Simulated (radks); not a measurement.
The numbers below are computed, except where a source is named.
Excited configurations of the cerium ion Ce2+: one electron is placed in a higher orbital outside [Xe] 4f1. The ground configuration is [Xe] 4f2. Level of theory: Dirac Kohn-Sham, PBE, spin-unpolarised, spherical densities, finite nucleus; open shells fill j = l - 1/2 first; Fermi nuclear charge, rms radius 4.8771 fm (a radial shooting solver on a logarithmic mesh with Libxc functionals). Excitation = E - E(ground); binding = E(ion) - E, where the ion is the core of charge +3; n* = 3/sqrt(2 binding) in atomic units, and the quantum defect is n - n*.

outer orbital,excitation (eV),binding (eV),n*,quantum defect,eigenvalue (eV),<r> (bohr)
5d3/2,1.316,19.319,2.518,2.482,-14.965,2.523
6s1/2,2.837,17.799,2.623,3.377,-14.883,3.619
6p1/2,6.386,14.250,2.931,3.069,-11.833,4.202
6d3/2,11.346,9.290,3.630,2.370,-7.737,5.888
6f5/2,15.333,5.303,4.805,1.195,-4.384,9.815
7p1/2,12.608,8.028,3.906,3.094,-6.850,7.614
7d3/2,14.836,5.800,4.595,2.405,-4.915,9.960
7f5/2,16.903,3.733,5.727,1.273,-3.170,14.92

The Delta-SCF ionisation energy is 20.636 eV (NIST Atomic Spectra Database: 20.197 eV, semi-empirical). Self-interaction in the functional shifts the binding energies and quantum defects, so they are the method's values and not measured ones. Spin polarisation and multiplet splitting are left out, so open shells lie too high by an amount that depends on their filling.

Beside tabulated values, note that spin-unpolarised runs miss the spin-polarisation part of the exchange energy of open shells.
